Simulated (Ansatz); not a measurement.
Start from `O=[CH][InH2]` and change one atom or group to get `O=[CH][GeH3]`.

Ansatz, PBE0-D4/def2-TZVP geometries, multiplicity 1. 

Elements past krypton have def2 core potentials. Scalar relativity is left out up to krypton.

```csv
property,`O=[CH][InH2]`
LUMO energy (B3LYP/def2-TZVPP) / eV,-2.26
size of the dipole moment (B3LYP/def2-TZVPP) / D,2.21
zero-point energy (PBE0-D4/def2-TZVP) / kJ/mol,74.4
"ideal-gas entropy at 298 K and 1 bar (rigid rotor, harmonic PBE0-D4/def2-TZVP) / J/(mol·K)",314
HOMO energy (B3LYP/def2-TZVPP) / eV,-6.20
LUMO energy (ωB97M-V/def2-TZVPP) / eV,-0.49
```

Problem. Give the same properties after the change, and the shifts. (Estimate.)

Solution. Ansatz gave: 
```csv
property,`O=[CH][GeH3]`,shift
LUMO energy (B3LYP/def2-TZVPP) / eV,-1.77,0.49
size of the dipole moment (B3LYP/def2-TZVPP) / D,2.08,-0.13
zero-point energy (PBE0-D4/def2-TZVP) / kJ/mol,106.7,32.3
"ideal-gas entropy at 298 K and 1 bar (rigid rotor, harmonic PBE0-D4/def2-TZVP) / J/(mol·K)",303,-11
HOMO energy (B3LYP/def2-TZVPP) / eV,-6.89,-0.69
LUMO energy (ωB97M-V/def2-TZVPP) / eV,0.82,1.31
```

With PBE0 the HOMO falls by 0.72 eV and the LUMO rises by 0.46 eV, so the gap widens by about 1.18 eV. PBE moves the HOMO by -0.56 eV and ωB97M-V by -0.80 eV. The zero-point energy changes by 32.3 kJ/mol with +3 modes. Dipoles are sizes alone; their direction can turn.

B3LYP here is the variant with VWN-RPA as its local correlation; programs differ in this.
